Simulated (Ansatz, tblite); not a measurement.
Removing an electron: WO2Cl2 (WCl₂O₂). Total charge 0; singlet. Geometry: r2SCAN-D4/def2-SVP. Ansatz, gas phase; energy differences of separate SCF runs; the oxidised species was run as a doublet alone.

```xyz
5

W     0.0411    0.0515    0.0429
O    -0.3879    0.6937    1.5618
O     1.5426    0.7515   -0.3558
Cl   -1.5044    0.7004   -1.4932
Cl    0.3086   -2.1971    0.2442
```

In the def2 sets W takes a core potential; there is no spin–orbit coupling. The xTB rows come from tblite. HOMO above LUMO, or a gap near zero within one spin, warns that the state may not be the lowest or that an electron is smeared out.

```csv
level,−HOMO (eV),vertical IE (eV),−LUMO (eV),HOMO–LUMO gap (eV),remarks
GFN1-xTB,13.63,16.21,8.47,5.16,–
GFN2-xTB,12.47,15.48,9.07,3.40,–
PBE-D4/def2-TZVP,8.10,11.27,4.05,4.06,gap within one spin near zero (+1 doublet)
r2SCAN-D4/def2-TZVP,8.50,11.45,4.03,4.47,–
PBE0-D4/def2-TZVP,9.73,11.59,3.40,6.33,–
```

  Raw xTB energy differences between charge states are shifted by several eV; the methods need an empirical correction for them.
